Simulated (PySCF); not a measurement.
`[SiH2]1C([SiH2]C1)(F)F`. Method: PBE0-D3(BJ)/def2-SVP geometry optimisation, gas phase in PySCF 2.14.0.

```
atom  x, y, z in Å
F1     1.6548    0.5061    1.6595
C2     1.2713    0.2542    0.3753
F3     2.3804    0.3176   -0.4092
Si4   -0.2495    1.3235   -0.2221
C5    -1.2953   -0.2611   -0.3542
Si6    0.1767   -1.3498    0.1658
H7    -0.7255    2.2935    0.8082
H8    -0.0100    2.0070   -1.5278
H9    -1.6732   -0.4729   -1.3659
H10   -2.1475   -0.2946    0.3414
H11   -0.0196   -2.1045    1.4389
H12    0.6716   -2.2531   -0.9153
```

What is the longest distance between nuclei?

H8···H11, 5.07 Å; the next longest distance is 5.06 Å.

Work out the bond lengths F1–C2, C2–Si4, Si4–C5, C5–Si6, C5–H10 in bohr.

For F1–C2 the difference vector is (-0.3835, -0.2519, -1.2842) Å, of length 1.3637 Å. 1 bohr = 0.529177 Å. F1–C2 2.577; C2–Si4 3.690; Si4–C5 3.596; C5–Si6 3.597; C5–H10 2.080 bohr.

Give the dihedral angles Si4–C2–Si6–C5, H10–C5–Si6–C2, F3–C2–Si6–H11, H9–C5–Si6–C2.

Si4–C2–Si6–C5 -2° (synperiplanar); H10–C5–Si6–C2 -116° (anticlinal); F3–C2–Si6–H11 123° (anticlinal); H9–C5–Si6–C2 120° (anticlinal). Dihedral signs follow IUPAC: positive where, seen along the central bond, the front bond turns clockwise onto the rear one.

Where is the centre of mass (commonest isotopes), and what is the radius of gyration?

Mass 123.998 u; centre at (0.568, 0.113, 0.171) Å; Rg = √(Σ m r²/M) = 1.707 Å. As Ia + Ib + Ic = 2 Σ m r², the three principal moments sum to 723.0 u·Å².

How far apart are these pairs, which share no bond: F3···Si6, F3···H11, Si6···H8, H8···H9, H9···H11?

F3···Si6 2.823 Å (2 bonds apart); F3···H11 3.878 Å (3 bonds apart); Si6···H8 3.764 Å (3 bonds apart); H8···H9 2.990 Å (3 bonds apart); H9···H11 3.642 Å (3 bonds apart).

What is the repulsion energy of the bare nuclei, Σ ZA·ZB/RAB?

382.48 Eh over 66 pairs, with full nuclear charges and distances in bohr; the largest single term is 37.93 Eh (Si4 with Si6).

What are the angles F1–C2–Si6, F3–C2–Si6, C2–Si4–H7, C2–Si4–H8, C2–Si4–C5, H11–Si6–H12, C2–Si6–C5, C5–Si6–H12?

From the scalar product of the two bond vectors; for F1–C2–Si6 it is -1.0929 Å² over 1.3637 × 1.9532 Å², cos θ = -0.4103. F1–C2–Si6 114.2°; F3–C2–Si6 115.7°; C2–Si4–H7 113.1°; C2–Si4–H8 113.2°; C2–Si4–C5 89.6°; H11–Si6–H12 110.8°; C2–Si6–C5 89.6°; C5–Si6–H12 113.9°.

Write the matrix of distances between heavy atoms (Å, lower triangle).

```
F1    0.000
C2    1.364  0.000
F3    2.200  1.360  0.000
Si4   2.799  1.953  2.822  0.000
C5    3.653  2.718  3.721  1.903  0.000
Si6   2.804  1.953  2.823  2.735  1.903  0.000
```

Not checked by PBE0-D3(BJ)/def2-SVP frequencies.
